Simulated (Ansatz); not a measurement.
The cluster Cs₂H₂, relaxed as a quintet with UKS PBE0-D4/def2-TZVP in Ansatz, starting from the PBE0-D4/def2-TZVP geometry of the neutral singlet. Force threshold 0.02 eV/Å.

In the def2 sets Cs takes a core potential; there is no spin–orbit coupling. In the quintet geometry the species has come apart into loosely held pieces. At PBE0-D4/def2-TZVP a singlet of charge 0 lies 4.47 eV below the quintet, each at its own geometry. The structure comes from a short search, and lower isomers may exist.

Start:

Cartesian coordinates in Å:
```
Cs -0.9431 0.9446 1.6481
Cs 0.9428 -0.9455 -1.6476
H -1.1291 0.7325 -1.0663
H 1.1294 -0.7316 1.0659
```

(1) Estimate the energy that the relaxation releases and the steps that it takes.

(2) Does the start keep its bonding?

(3) Predict the relaxed structure.

Answers

(1) 158.7 kJ/mol, in 15 steps; 19 s on 4 threads of Arm Neoverse V2 on a shared host. The force fell under the threshold at step 14, but the optimiser went on. No frequencies were taken in this run, so the end may be a saddle point.

(2) Bonds lost: Cs1–H3, Cs1–H4, Cs2–H3, Cs2–H4 (atoms count from 1). Metal–metal contacts that move far: Cs1–Cs2 4.24 to 6.91 Å. The end holds 4 separate pieces.

(3) 
```xyz
4

Cs   -1.544    1.530    2.686
Cs    1.529   -1.549   -2.684
H    -1.006    0.667   -0.958
H     1.021   -0.647    0.956
```
Bond lengths (bridged metal pairs left out): .
